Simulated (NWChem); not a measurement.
# Total energies of 1,3,5-triazine (C₃H₃N₃)

```
C
N 1 1.3342
C 2 1.3342 1 114.55
N 1 1.3343 2 125.46 3 0.00
N 3 1.3343 2 125.46 1 0.00
C 4 1.3343 1 114.54 2 0.00
H 1 1.0975 2 117.27 3 180.00
H 3 1.0975 2 117.27 1 180.00
H 6 1.0975 4 117.27 1 180.00
```
Charge 0, spin multiplicity 1.

Everything below was run with NWChem. The geometry was optimised at B3LYP/def2-SVP, a minimum by its harmonic frequencies.

Basis set: 6-311G** (126 functions).

```json
[
 {"method": "RHF", "total energy (Ha)": "-278.75337", "relative cost": "1"},
 {"method": "MP2", "total energy (Ha)": "-279.65304", "relative cost": "under 3"},
 {"method": "B2PLYP", "total energy (Ha)": "-280.16798", "relative cost": "4"},
 {"method": "PBE", "total energy (Ha)": "-280.10395", "relative cost": "under 3"},
 {"method": "B3LYP", "total energy (Ha)": "-280.43178", "relative cost": "under 3"},
 {"method": "CAM-B3LYP", "total energy (Ha)": "-280.29655", "relative cost": "10"}
]
```

Total energies of different functionals aren't comparable as a measure of quality: only differences taken within one method are. Relative cost: rough, from shared machines, SCF included, RHF = 1.

The correlated methods keep 6 core orbitals frozen. B3LYP has NWChem's definition, with VWN1-RPA local correlation. GW and range-separated runs recompute their integrals, the others keep them in memory, which bears on the times. The Pople sets run with spherical d functions.
